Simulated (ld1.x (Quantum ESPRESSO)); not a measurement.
## What the settings do to the RRKJ potential of oxygen (O)

Base potential:

```json
{"Element": "O (Z = 8)", "Generator": "ld1.x (Quantum ESPRESSO) 7.5", "Type": "norm-conserving RRKJ (Kleinman–Bylander form)", "Functional": "PW91", "Relativity": "scalar-relativistic", "Frozen core": "[He]", "Valence charge": "6", "Reference configuration": "2s2 2p3.5 (charge +0.5)", "Partial waves": "2s (bound): rc 0.65 bohr; 2p (bound): rc 1.65 bohr; 3d channel at -0.05 Ry: rc 1.75 bohr", "Local potential": "all-electron potential smoothed inside 0.95 bohr (lloc = -1)", "Core correction": "a·sin(br)/r model core inside 0.40 bohr"}
```

All-electron outer shells of the reference configuration (PW91, scalar-relativistic, ld1.x):

```
shell  level (eV)  outermost node (bohr)  outermost maximum (bohr)
   2s      -31.45                   0.28                      0.87
   2p      -16.37                      –                      0.80
```

Cutoffs, loose and tight: the cutoffs (Ry, on a coarse ladder) from which the occupation-weighted sum of valence levels, in a spherical-Bessel basis at the reference potential, stays within 10 and 1 mRy of its value at 400 Ry. They do not see the model core or the augmentation charge, which bear on the density cutoff. Test errors are all-electron minus pseudo excitation energies from the reference, over the configurations 2s2 2p4; 2s2 2p3; 2s2 2p2; 2s2 2p4.3; 2s1 2p4; 2s1 2p5; 2s2 2p0. A dash means not determined; rows that change the core or the reference have their own tests. The largest error is taken over the tests solved by every variant that gives reliable tests at all: 2s1 2p4; 2s1 2p5; 2s2 2p3; 2s2 2p4; 2s2 2p4.3.

A true bound ghost makes a file unfit for plane-wave use even where its test errors are small: the radial tests pick states by their node count and pass the ghost by. Where a test does run into it, the solver fails or the error is huge.

Cutoffs are not given where the Bessel-basis levels miss the radial ones by over 6 mRy, ghosts where they miss by over 20 mRy; a channel whose overlap is not positive is not tested.

A file whose overlap is not positive is unfit for use, and its test errors describe a broken file.

| change | outcome | cutoff, loose | cutoff, tight | bound ghosts | largest test error (meV) |
| --- | --- | --- | --- | --- | --- |
| base | generated | 80 Ry | 200 Ry | none | -55 |
| functional LDA (PZ) | generated | 80 Ry | 200 Ry | none | +66 |
| local potential all-electron potential smoothed inside 1.25 bohr (lloc = -1) | generated | 80 Ry | 200 Ry | none | -55 |
| core correction a·sin(br)/r model core inside 0.42 bohr | generated | 80 Ry | 200 Ry | none | -55 |
| wave 3d channel at -0.05 Ry: rc 1.75 bohr becomes 3d channel at 1.72 Ry: rc 1.75 bohr | generated | 80 Ry | 200 Ry | none | -55 |
| wave 2p (bound): rc 1.65 bohr becomes 2p (bound): rc 1.02 bohr | generated | 110 Ry | 200 Ry | none | +14 |
| type ultrasoft; waves now 2s (bound): rcut 0.55, rcutus 0.65 bohr; 2s channel at -1.7 Ry: rcut 0.55, rcutus 0.65 bohr; 2p (bound): rcut 1.45, rcutus 1.65 bohr; 2p channel at 0.5 Ry: rcut 1.45, rcutus 1.65 bohr; 3d channel at -0.05 Ry: rcut 1.50, rcutus 1.75 bohr; 3d channel at 1.95 Ry: rcut 1.50, rcutus 1.75 bohr; local potential all-electron potential smoothed inside 0.65 bohr (lloc = -1); augmentation built from norm-conserving waves at rcut, not smoothed further | generated, overlap not positive | – | – | not determined (overlap not positive) | +3116 |
| wave 2s (bound): rc 0.65 bohr becomes 2s (bound): rc 0.76 bohr | generated | 110 Ry | 160 Ry | none | -53 |
| wave 3d channel at -0.05 Ry: rc 1.75 bohr becomes 3d channel at -0.05 Ry: rc 2.66 bohr | generated | 80 Ry | 200 Ry | none | -55 |

(1) What comes out with this change to the base: all radii but the core radius scaled by about 1.06 (s 0.68, p 1.74, d 1.86 bohr); local potential all-electron potential smoothed inside 1.00 bohr (lloc = -1)?

(2) What comes out with this change to the base: local potential all-electron potential smoothed inside 1.56 bohr (lloc = -1)?

(3) What comes out with this change to the base: reference 2s2 2p4?

Answers

(1) outcome: generated; cutoff, loose: 80 Ry; cutoff, tight: 110 Ry; bound ghosts: none; largest test error (meV): -72.

(2) outcome: generated; cutoff, loose: 90 Ry; cutoff, tight: 200 Ry; bound ghosts: s; largest test error (meV): -87.

(3) outcome: generated; cutoff, loose: 80 Ry; cutoff, tight: 200 Ry; bound ghosts: none; largest test error (meV): +1423.
